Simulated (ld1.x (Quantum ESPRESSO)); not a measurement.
## Which change was made? (I, TM)

ld1.x (Quantum ESPRESSO) 7.5 input, shortened:

```
&input
   title='I', zed=53., rel=2, dft='PBE', iswitch=3,
   config='[Kr] 4d10 5s2 5p3', rel_dist='average'
 /
 &inputp
   pseudotype=2, tm=.true., lloc=-1, rcloc=1.45,
   nlcc=.false.
 /
2
5S  1  0   2.00   0.00  1.50  1.50  0.0
5P  2  1   3.00   0.00  1.45  1.45  0.0
 &test
   configts(1)='5s2 5p3'
 /
```

Open shells are filled in proportion to 2j + 1 (rel_dist='average').

Cutoffs, loose and tight: the cutoffs (Ry, on a coarse ladder) from which the occupation-weighted sum of valence levels, in a spherical-Bessel basis at the reference potential, stays within 10 and 1 mRy of its value at 400 Ry. They do not see the model core or the augmentation charge, which bear on the density cutoff. Test errors are all-electron minus pseudo excitation energies from the reference, over the configurations 5s2 5p5; 5s2 5p4; 5s2 5p2; 5s1 5p6; 5s2 5p1; 5s1 5p5; 5s2 5p5.3; variants that change the core or the reference have their own tests. The largest error is taken over the tests solved by every variant that gives reliable tests at all, those not shown here included: 5s1 5p6; 5s2 5p4; 5s2 5p5; 5s2 5p5.3.

The base gives: outcome: generated; cutoff, loose: 90 Ry; cutoff, tight: 180 Ry; bound ghosts: s, d, p3/2; largest test error (meV): +106.

After one change the result is: outcome: generated; cutoff, loose: 140 Ry; cutoff, tight: 230 Ry; bound ghosts: s, d, p3/2; largest test error (meV): +94. Which change was it?
A. wave 5s (bound): rc 1.50 bohr becomes 5s (bound): rc 1.10 bohr
B. wave 5s (bound): rc 1.50 bohr becomes 5s (bound): rc 1.26 bohr
C. wave 5s (bound): rc 1.50 bohr becomes 5s (bound): rc 1.70 bohr
D. wave 5s (bound): rc 1.50 bohr becomes 5s (bound): rc 1.00 bohr

B. The others give: wave 5s (bound): rc 1.50 bohr becomes 5s (bound): rc 1.10 bohr → outcome: generated; cutoff, loose: 200 Ry; cutoff, tight: over 300 Ry; bound ghosts: s, d, p3/2; largest test error (meV): +90 | wave 5s (bound): rc 1.50 bohr becomes 5s (bound): rc 1.00 bohr → outcome: generated; bound ghosts: p3/2; largest test error (meV): +91 | wave 5s (bound): rc 1.50 bohr becomes 5s (bound): rc 1.70 bohr → outcome: generated; cutoff, loose: 80 Ry; cutoff, tight: 180 Ry; bound ghosts: s, d; largest test error (meV): +109.
